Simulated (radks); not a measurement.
B, configuration [He] 2s2 2p1. Method: Dirac Kohn-Sham, PBEsol, spin-unpolarised, spherical densities, point nucleus; open shells fill j = l - 1/2 first; computed with a radial shooting solver on a logarithmic mesh with Libxc functionals.

Unscreened Slater integrals over Kohn-Sham orbitals (eV). Large and small components are both included. Empty in this configuration: 2p3/2.

| integral | value |
|---|---|
| F0(2p1/2,2p1/2) | 10.983 |
| F0(2p1/2,2s1/2) | 11.737 |
| G1(2p1/2,2s1/2) | 7.2020 |
| F0(2p1/2,1s1/2) | 16.026 |
| G1(2p1/2,1s1/2) | 1.2403 |
| F0(2p1/2,2p3/2) | 10.980 |
| G2(2p1/2,2p3/2) | 4.8967 |
| F0(2s1/2,2s1/2) | 12.642 |
| F0(2s1/2,1s1/2) | 17.926 |
| G0(2s1/2,1s1/2) | 1.1927 |
| F0(2s1/2,2p3/2) | 11.734 |
| G1(2s1/2,2p3/2) | 7.2004 |
| F0(1s1/2,1s1/2) | 77.851 |
| F0(1s1/2,2p3/2) | 16.018 |
| G1(1s1/2,2p3/2) | 1.2389 |
| F0(2p3/2,2p3/2) | 10.978 |
| F2(2p3/2,2p3/2) | 4.8961 |
